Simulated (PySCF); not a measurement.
H$_{2}$Se, charge +1, doublet, at the geometry of the source list (a state made from the parent by changing its charge; the spin is typed, not shown lowest).

Input for PySCF:
```python
from pyscf import gto, scf

mol = gto.Mole()
mol.atom = '''
    Se   -0.00260000    0.66900000    0.00000000
    H    -1.03130000   -0.33780000    0.00000000
    H     1.03390000   -0.33120000   -0.00000000
'''
mol.basis = '6-311g**'
mol.charge = 1
mol.spin = 1
mol.verbose = 3
mol.build()

mf = scf.ROHF(mol)
mf.kernel()
```

Q: What does this run give for the nuclear repulsion energy, total energy, number of basis functions?

A: 
| Property | Result |
|---|---|
| nuclear repulsion energy | 25.2470 Eh |
| total energy | -2400.6337 Eh |
| number of basis functions | 56 |

These values belong to the state on which the SCF converged, which isn't shown to be the lowest.
